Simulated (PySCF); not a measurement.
Rh (rhodium, neutral) across methods

[Kr] 4d7 5s1 5p1, one real determinant (an excited configuration). All numbers are calculated (PySCF 2.14, scalar relativity through the core potential, in aug-cc-pwCVDZ-PP with ECP28MDF (6s6p5d3f, 70 functions)).

```tsv
method	E (hartree)	mean ε 4d β (eV)	mean ε 5s α (eV)	mean ε 5p α (eV)	Σ⟨r²⟩ (bohr²)	⟨S²⟩
BLYP	-109.9202	-8.873	-6.755	-2.319	60.40	8.751
LDA	-109.7273	-8.808	-7.185	-2.609	59.37	8.750
PW91	-110.0225	-8.896	-7.022	-2.575	59.60	8.751
B3LYP	-109.9983	-10.366	-7.587	-3.004	59.72	8.751
PBE0	-109.9569	-10.543	-7.799	-3.229	59.20	8.751
UHF	-109.28630	-14.958	-9.814	-5.038	59.94	8.754
wB97M-V	-109.8783	-13.070	-9.801	-4.852	59.14	8.751
PBE	-109.9675	-8.831	-6.957	-2.541	59.75	8.751
```

Question: Estimate the same row for r2SCAN.

Answer: E (hartree) = -110.0020; mean ε 4d β (eV) = -8.884; mean ε 5s α (eV) = -7.235; mean ε 5p α (eV) = -2.705; Σ⟨r²⟩ (bohr²) = 58.52; ⟨S²⟩ = 8.751.

⟨L²⟩ = 13.85 against 20 for a pure G term, so this real determinant mixes terms. Energies and moments cover only the electrons outside the core potential.
